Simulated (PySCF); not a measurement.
Zn(SH)(SiH3) (H4SSiZn), SMILES [SH][Zn][SiH3]. Heavy atoms are numbered as in [Zn:1]([SH:2])[SiH3:4]. Hydrogens are named by the atom that carries them.

The structure is a stationary point at PBE0-D3(BJ)/def2-SVP. One conformer was computed; it need not be the lowest.

Calculation: HF/pcSseg-1 (PySCF).

GIAO shieldings, no solvent; atoms alike by connectivity are averaged. δ = σ(ref) − σ: ³³S against H2S (σ = 725.2 ppm); ¹H against TMS (σ = 31.99 ppm); ²⁹Si against TMS (σ = 393.8 ppm), references at their B3LYP-D3(BJ)/def2-TZVP geometries, non-relativistic.

```tsv
atoms	nucleus	count	δ (ppm)
S2 (SH)	³³S	1	-86.4
H on Si4	¹H	3	?
H on S2	¹H	1	?
Si4 (SiH3)	²⁹Si	1	-123.5
```

### Question
What belongs in the gaps? (An estimate is asked for; the answer gives what the named calculation found.)

### Answer

- H on Si4, δ (ppm): 3.22
- H on S2, δ (ppm): -0.24
